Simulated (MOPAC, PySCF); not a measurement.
C3H9Ga, SMILES `[CH3][Ga]([CH3])[CH3]`, neutral singlet in the gas phase. 

Cartesian coordinates (Å):
```xyz
13

C      1.7642    -0.9203     0.1719
Ga     0.0105     0.0007     0.0012
C     -0.0830     1.9808    -0.1598
C     -1.6722    -1.0599    -0.0113
H      2.4978    -0.3014     0.6903
H      2.1582    -1.1242    -0.8284
H      1.6741    -1.8762     0.6892
H      0.8984     2.4525    -0.1111
H     -0.7067     2.3935     0.6371
H     -0.5545     2.2579    -1.1061
H     -1.5167    -2.0623    -0.4126
H     -2.4611    -0.5666    -0.5806
H     -2.0311    -1.1718     1.0163
```
Charge 0, spin multiplicity 1.

All levels are single points at this geometry (B3LYP-D3(BJ)/def2-TZVP); Pople sets use spherical d functions. Orbital energies aren't observables, and empty levels follow the basis.

B3LYP/6-31G* in PySCF gives dipole (D) = 0.02.

Task: Estimate the dipole (D) from each of these levels: B3LYP-D3(BJ)/def2-TZVP in PySCF; B3LYP/6-311+G** (LANL2DZ on Ga) in PySCF; BP86/6-31G* in PySCF; M06-2X/6-31G* in PySCF; PBE/6-31G* in PySCF; SVWN5/6-31G* in PySCF; HF/3-21G in PySCF; HF/6-31G* in PySCF; HF/STO-3G in PySCF; PM3 in MOPAC; PM6 in MOPAC; PM7 in MOPAC.

Result: 
```json
[
 {"level": "B3LYP-D3(BJ)/def2-TZVP in PySCF", "dipole (D)": "0.01"},
 {"level": "B3LYP/6-311+G** (LANL2DZ on Ga) in PySCF", "dipole (D)": "0.02"},
 {"level": "BP86/6-31G* in PySCF", "dipole (D)": "0.03"},
 {"level": "M06-2X/6-31G* in PySCF", "dipole (D)": "0.02"},
 {"level": "PBE/6-31G* in PySCF", "dipole (D)": "0.03"},
 {"level": "SVWN5/6-31G* in PySCF", "dipole (D)": "0.03"},
 {"level": "HF/3-21G in PySCF", "dipole (D)": "0.03"},
 {"level": "HF/6-31G* in PySCF", "dipole (D)": "0.01"},
 {"level": "HF/STO-3G in PySCF", "dipole (D)": "0.02"},
 {"level": "PM3 in MOPAC", "dipole (D)": "0.02"},
 {"level": "PM6 in MOPAC", "dipole (D)": "0.07"},
 {"level": "PM7 in MOPAC", "dipole (D)": "0.04"}
]
```
